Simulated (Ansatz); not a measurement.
Relaxation of Cl2H5NSn (9 atoms, charge 0, multiplicity 1), to a largest force component of 0.03 eV/Å in at most 50 steps.

These are results of RKS CAM-B3LYP-D4/def2-SVP in Ansatz, not measurements.

```xyz
9
Properties=species:S:1:pos:R:3:forces:R:3
Sn 0.148 0.617 -0.295 0.24 0.58 0.35
H 0.829 -0.519 2.336 0.27 -1.76 -0.04
Cl 1.998 -0.617 -1.039 -0.03 0.02 0.03
Cl -0.660 1.839 -2.131 0.01 -0.02 0.05
H -1.064 -0.439 0.235 0.00 0.02 -0.01
N 0.800 2.035 1.069 -0.22 -0.38 -0.65
H 1.800 1.912 1.242 -0.04 0.01 -0.01
H 0.675 2.969 0.674 0.01 -0.04 0.02
H 0.728 0.193 2.391 -0.24 1.57 0.25
```

Question: Where does it end, and by what steps?

Answer: The run converged. The force dipped under the threshold on the way, but the program's further checks kept it going. After 42 steps the energy has fallen by 0.129 eV; H2 moved furthest, 1.66 Å.

```json
{"step": "0", "energy less start (eV)": "0.0000", "largest force component (eV/Å)": "1.761", "accepted": "yes"}
{"step": "2", "energy less start (eV)": "-0.1093", "largest force component (eV/Å)": "0.113", "accepted": "yes"}
{"step": "4", "energy less start (eV)": "-0.1057", "largest force component (eV/Å)": "0.384", "accepted": "no"}
{"step": "6", "energy less start (eV)": "-0.1115", "largest force component (eV/Å)": "0.020", "accepted": "yes"}
{"step": "8", "energy less start (eV)": "-0.1121", "largest force component (eV/Å)": "0.051", "accepted": "yes"}
{"step": "10", "energy less start (eV)": "-0.1127", "largest force component (eV/Å)": "0.105", "accepted": "yes"}
{"step": "12", "energy less start (eV)": "-0.1135", "largest force component (eV/Å)": "0.066", "accepted": "yes"}
{"step": "14", "energy less start (eV)": "-0.1139", "largest force component (eV/Å)": "0.330", "accepted": "no"}
{"step": "16", "energy less start (eV)": "-0.1161", "largest force component (eV/Å)": "0.164", "accepted": "yes"}
{"step": "18", "energy less start (eV)": "-0.1179", "largest force component (eV/Å)": "0.210", "accepted": "yes"}
{"step": "20", "energy less start (eV)": "-0.1201", "largest force component (eV/Å)": "0.110", "accepted": "yes"}
{"step": "22", "energy less start (eV)": "-0.1219", "largest force component (eV/Å)": "0.250", "accepted": "yes"}
{"step": "24", "energy less start (eV)": "-0.1233", "largest force component (eV/Å)": "0.144", "accepted": "yes"}
{"step": "26", "energy less start (eV)": "-0.1249", "largest force component (eV/Å)": "0.037", "accepted": "yes"}
{"step": "28", "energy less start (eV)": "-0.1257", "largest force component (eV/Å)": "0.076", "accepted": "yes"}
{"step": "30", "energy less start (eV)": "-0.1263", "largest force component (eV/Å)": "0.097", "accepted": "yes"}
{"step": "32", "energy less start (eV)": "-0.1271", "largest force component (eV/Å)": "0.060", "accepted": "yes"}
{"step": "34", "energy less start (eV)": "-0.1277", "largest force component (eV/Å)": "0.018", "accepted": "yes"}
{"step": "36", "energy less start (eV)": "-0.1283", "largest force component (eV/Å)": "0.045", "accepted": "yes"}
{"step": "38", "energy less start (eV)": "-0.1285", "largest force component (eV/Å)": "0.031", "accepted": "yes"}
{"step": "40", "energy less start (eV)": "-0.1286", "largest force component (eV/Å)": "0.015", "accepted": "yes"}
{"step": "42", "energy less start (eV)": "-0.1286", "largest force component (eV/Å)": "0.010", "accepted": "yes"}
```

```xyz
9
Properties=species:S:1:pos:R:3
Sn 0.190 0.626 -0.796
H 0.684 0.082 3.879
Cl 2.063 -0.197 -1.927
Cl -0.809 2.279 -2.128
H -0.933 -0.620 -0.558
N 0.921 1.472 0.882
H 1.927 1.627 0.827
H 0.472 2.352 1.133
H 0.737 0.368 3.170
```

Whether the end is a true minimum wasn't checked by a vibrational analysis.

Run time: 82 s on 4 threads of Arm Neoverse V1, on a shared host, peak memory 0.29 GiB.
